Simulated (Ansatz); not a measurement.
The inner images of a band of CH3F + GeH3 (9 atoms, charge 0, multiplicity 2) are given out of order.

Level of theory: Ansatz, UKS PBE0-D4/def2-mTZVP.

First end point:

```xyz
9
Properties=species:S:1:pos:R:3
H -0.682 0.695 -0.652
C -0.878 0.652 -1.726
F -0.378 -0.533 -2.226
Ge 0.876 -0.724 1.885
H -0.386 1.488 -2.227
H -1.954 0.691 -1.907
H 2.224 -0.016 1.641
H 0.095 -0.033 3.021
H 1.084 -2.219 2.190
```

Last end point:

```xyz
9
Properties=species:S:1:pos:R:3
H 0.016 -0.187 0.427
C -1.035 0.735 -2.248
F -0.508 -0.474 -2.463
Ge 0.771 -0.507 1.724
H -0.314 1.538 -2.162
H -1.998 0.731 -1.752
H 2.180 0.100 1.659
H 0.014 0.094 2.918
H 0.875 -2.029 1.898
```

Question: Put them in order from the first end to the last, with their energies above the first end.
A.
```xyz
9
Properties=species:S:1:pos:R:3
H 0.074 0.095 0.269
C -0.890 0.588 -1.831
F -0.442 -0.537 -2.395
Ge 0.718 -0.422 1.566
H -0.320 1.477 -2.061
H -1.933 0.575 -1.547
H 2.177 0.053 1.640
H -0.060 0.129 2.771
H 0.676 -1.957 1.588
```
B.
```xyz
9
Properties=species:S:1:pos:R:3
H -0.070 0.129 -0.019
C -0.730 0.475 -1.503
F -0.393 -0.578 -2.267
Ge 0.633 -0.365 1.380
H -0.213 1.388 -1.785
H -1.793 0.517 -1.285
H 2.087 0.138 1.444
H -0.145 0.199 2.584
H 0.624 -1.903 1.451
```
C.
```xyz
9
Properties=species:S:1:pos:R:3
H -0.378 0.408 -0.572
C -0.787 0.525 -1.580
F -0.424 -0.570 -2.339
Ge 0.818 -0.486 1.725
H -0.383 1.432 -2.035
H -1.876 0.581 -1.530
H 2.265 0.038 1.734
H -0.001 0.094 2.894
H 0.766 -2.023 1.703
```
D.
```xyz
9
Properties=species:S:1:pos:R:3
H -0.436 0.518 -0.705
C -0.841 0.594 -1.718
F -0.441 -0.511 -2.443
Ge 0.849 -0.593 1.897
H -0.466 1.499 -2.200
H -1.932 0.617 -1.679
H 2.265 -0.002 1.762
H 0.115 0.008 3.112
H 0.889 -2.130 1.975
```
E.
```xyz
9
Properties=species:S:1:pos:R:3
H -0.279 0.262 -0.444
C -0.713 0.462 -1.443
F -0.400 -0.585 -2.281
Ge 0.730 -0.420 1.562
H -0.286 1.387 -1.838
H -1.798 0.543 -1.350
H 2.166 0.126 1.539
H -0.102 0.179 2.709
H 0.683 -1.954 1.545
```

Answer: D (0.00 eV), C (+0.03 eV), E (+0.14 eV), B (+0.97 eV), A (+0.82 eV).

Run time: 3.5 min on 2 threads of Intel(R) Xeon(R) Platinum 8259CL CPU @ 2.50GHz (Skylake/Cascade Lake), on a shared host, peak memory 0.27 GiB.
